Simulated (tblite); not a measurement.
Compound: C₆H₁₃PSi.
Cartesian coordinates in Å at the GFN2-xTB level; atoms count from 1:
```xyz
21
C6H13PSi angstrom
C      3.4053    0.1542   -0.6200
C      2.3193   -0.5794   -0.4343
P      0.6664   -0.0381   -0.9891
C      0.3387    1.1793    0.3866
C     -1.1047    1.6695    0.3484
Si    -2.3343    0.2540    0.6716
C     -1.8037   -1.2198   -0.4081
C     -0.3025   -1.4734   -0.3100
H      3.3560    1.1179   -1.1013
H      4.3833   -0.1681   -0.2982
H      2.3836   -1.5603    0.0237
H      0.5688    0.7105    1.3485
H      1.0352    2.0121    0.2449
H     -1.2357    2.4650    1.0851
H     -1.2994    2.1148   -0.6294
H     -2.2513   -0.1362    2.0881
H     -3.6971    0.6723    0.3317
H     -2.0604   -1.0265   -1.4519
H     -2.3444   -2.1228   -0.1164
H     -0.0080   -1.6539    0.7293
H     -0.0239   -2.3542   -0.8997
```

Method: GFN2-xTB as coded in tblite; computed harmonic values from a numerical Hessian at the method's own geometry, unscaled. This tight-binding method is rough: wavenumbers can miss measured ones by several per cent, in bad cases by 10 to 20. Modes of hydrogen on silicon can be 10 to 20 % off. One conformer, not necessarily the lowest. The optimisation stopped once no atom felt more than 0.01 eV/Å.

Lowest wavenumbers of the output (negative numbers stand for imaginary wavenumbers):
```
mode    cm-1
  1     -33.8
  2      84.5
  3     139.3
  4     181.7
  5     185.8
  6     220.1
  7     299.2
  8     311.8
```

**Question.** Is this structure a minimum?

**Answer.** Not by this Hessian. 1 mode is imaginary beyond 20i (34i cm⁻¹), so at this level the point lies at or near a first-order saddle. The curvature is small, so loose convergence or finite differences may be the whole cause.

**Question.** Which atoms move in the imaginary mode?

**Answer.** 34i: C1 (terminal =CH2 carbon) 35 %, H9 (vinylic hydrogen) 22 %, H11 (vinylic hydrogen) 16 %, C2 (alkene CH carbon) 11 %. These are shares of the mass-weighted motion.

**Question.** What is the remedy?

**Answer.** Step along that mode in both directions, optimise again with tighter thresholds and repeat the frequencies. The zero-point energy of this point (105.6 kcal/mol) counts the 56 real modes alone, and thermal corrections from it aren't those of a minimum.

The run took 0.82 s wall on an Arm Neoverse V2 with one thread, shared host with 96 logical CPUs at a one-minute load of 72. The figure is for the frequency step alone.
